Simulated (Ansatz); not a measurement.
A series at Ga: from `[SH][Ga]([SH])[SH]`, ligands are replaced one by one, each step taking up H₂ and setting free H₂S; n counts the steps. Ansatz, PBE0-D4/def2-TZVP geometries. Each molecule was computed in one conformer, which needn't be the lowest.

```json
{"n": "0", "molecule": "`[SH][Ga]([SH])[SH]`", "HOMO energy, ωB97M-V/def2-TZVPP (eV)": "-9.84"}
{"n": "1", "molecule": "`[SH][GaH][SH]`", "HOMO energy, ωB97M-V/def2-TZVPP (eV)": "-9.74"}
{"n": "2", "molecule": "`[SH][GaH2]`", "HOMO energy, ωB97M-V/def2-TZVPP (eV)": "-9.90"}
{"n": "3", "molecule": "`[GaH3]`", "HOMO energy, ωB97M-V/def2-TZVPP (eV)": "?"}
```

**Question.** By hand: fit a straight line y = ȳ + b (n − n̄) to the 3 given rows and predict n = 3.

**Answer.** n̄ = 1.000, ȳ = -9.827; Σ(n − n̄)(y − ȳ) = -0.060, Σ(n − n̄)² = 2.000, so b = -0.030 eV a step. Prediction: -9.827 + (-0.030) × (2.000) = -9.89 eV.

**Question.** By hand: compare with the computed value, -10.83 eV, and give the steps along the whole series.

**Answer.** The line misses by -0.94 eV (computed minus predicted). Steps: 0.10, -0.16, -0.93 eV.

The steps change sign along the series, so a line is a poor guide. The highest orbital can change its character along such a series. The miss is 86.2 % of the series' range.
